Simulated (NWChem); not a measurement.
# C3H8BF; SMILES CC(C)BF

```xyz
13

B     -0.7398     0.9065     0.0955
F     -0.0323     2.0079    -0.1189
H     -1.9463     1.0430     0.1367
C     -0.0251    -0.4646     0.3452
C      1.4471    -0.4989    -0.0573
C     -0.8218    -1.6529    -0.1973
H     -0.0809    -0.5198     1.4576
H      1.9350    -1.4296     0.2744
H      1.5583    -0.4452    -1.1527
H      2.0080     0.3463     0.3682
H     -1.8735    -1.6241     0.1272
H     -0.3936    -2.6116     0.1372
H     -0.8182    -1.6639    -1.2997
```
Atoms are numbered in this order, from 1.

Computed with NWChem. Pople sets run with spherical d functions. Structure relaxed at the PBE0/def2-SVP level. No frequency run checked for a minimum. B3LYP is NWChem's, with the RPA form of VWN correlation. Vertical excitations in the gas phase; the lowest state need not have the same character in each row.

```json
[
 {"level": "PBE/6-31G*, full TDDFT", "lowest excitation, singlet (eV)": "(withheld)", "oscillator strength of that lowest state": "0.000", "lowest state with f > 0.02, singlet (eV)": "(withheld)", "oscillator strength of that bright state": "0.028", "lowest triplet (eV)": "(withheld)", "orbital gap (eV)": "(withheld)"},
 {"level": "B3LYP/6-31G*, full TDDFT", "lowest excitation, singlet (eV)": "6.07", "oscillator strength of that lowest state": "0.000", "lowest state with f > 0.02, singlet (eV)": "8.00", "oscillator strength of that bright state": "0.032", "lowest triplet (eV)": "5.54", "orbital gap (eV)": "7.57"},
 {"level": "BHandHLYP/6-31G*, full TDDFT", "lowest excitation, singlet (eV)": "6.57", "oscillator strength of that lowest state": "0.000", "lowest state with f > 0.02, singlet (eV)": "9.12", "oscillator strength of that bright state": "0.035", "lowest triplet (eV)": "5.97", "orbital gap (eV)": "10.57"}
]
```

### Question
Fill in the missing entries.

### Answer

- PBE/6-31G*, full TDDFT, lowest excitation, singlet (eV): 5.64
- PBE/6-31G*, full TDDFT, lowest state with f > 0.02, singlet (eV): 7.18
- PBE/6-31G*, full TDDFT, lowest triplet (eV): 5.09
- PBE/6-31G*, full TDDFT, orbital gap (eV): 5.47
